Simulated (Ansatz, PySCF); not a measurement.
Reaction 0.5 R1 + 0.5 R2 → P1, each structure at its B3LYP-D3(BJ)/def2-TZVP stationary point, reached from a drawn start (curvature not checked).
R1, SiF4 (SMILES F[Si](F)(F)F) (charge 0, multiplicity 1):
```tsv
atom	x (Å)	y (Å)	z (Å)
Si	0.0000	0.0000	0.0000
F	0.9049	0.9049	0.9049
F	0.9049	-0.9049	-0.9049
F	-0.9049	0.9049	-0.9049
F	-0.9049	-0.9049	0.9049
```
R2, SiCl4 (SMILES Cl[Si](Cl)(Cl)Cl) (charge 0, multiplicity 1):
| atom | x (Å) | y (Å) | z (Å) |
|---|---|---|---|
| Si | 0.0000 | 0.0000 | 0.0000 |
| Cl | 1.1735 | 1.1735 | 1.1735 |
| Cl | 1.1735 | -1.1735 | -1.1735 |
| Cl | -1.1735 | 1.1735 | -1.1735 |
| Cl | -1.1735 | -1.1735 | 1.1735 |
P1, Cl2F2Si (SMILES F[Si](F)(Cl)Cl) (charge 0, multiplicity 1):
```xyz
5

F     -0.10050    -1.00078     1.27585
Si    -0.00950    -0.07922     0.00026
F     -0.13962    -1.00513    -1.26877
Cl    -1.53481     1.24128     0.02146
Cl     1.78432     0.84385    -0.02890
```

P less R. No zero-point or thermal terms.

Cores are frozen in the correlated methods. CBS(a, b) extrapolates the correlation energy as X⁻³ and adds the Hartree–Fock energy of set b.

The values were computed with Ansatz (Gaussian basis) for Hartree–Fock, density functionals and correlated methods; PySCF for the D3/D4 terms. All values are computed, each at the level named.

PBE/def2-TZVPP gives 3.3 meV for the reaction energy.

### Question
Predict the shift from PBE, with its sign, for: PBE-D3(BJ)/def2-TZVPP, r2SCAN/def2-TZVPP, B3LYP/def2-TZVPP, wB97M-V/def2-TZVPP, B2PLYP/def2-TZVPP, MP2/CBS(cc-pV(T+d)Z, cc-pV(Q+d)Z), CCSD(T)/CBS(cc-pV(T+d)Z, cc-pV(Q+d)Z).

### Answer
PBE-D3(BJ)/def2-TZVPP 15.4; r2SCAN/def2-TZVPP 3.4; B3LYP/def2-TZVPP -1.4; wB97M-V/def2-TZVPP 8.0; B2PLYP/def2-TZVPP 16.3; MP2/CBS(cc-pV(T+d)Z, cc-pV(Q+d)Z) 63.3; CCSD(T)/CBS(cc-pV(T+d)Z, cc-pV(Q+d)Z) 36.0 meV. 6 of 7 lie above PBE; the widest gap is to MP2/CBS(cc-pV(T+d)Z, cc-pV(Q+d)Z).

Ansatz is a quantum-chemistry and plane-wave program.
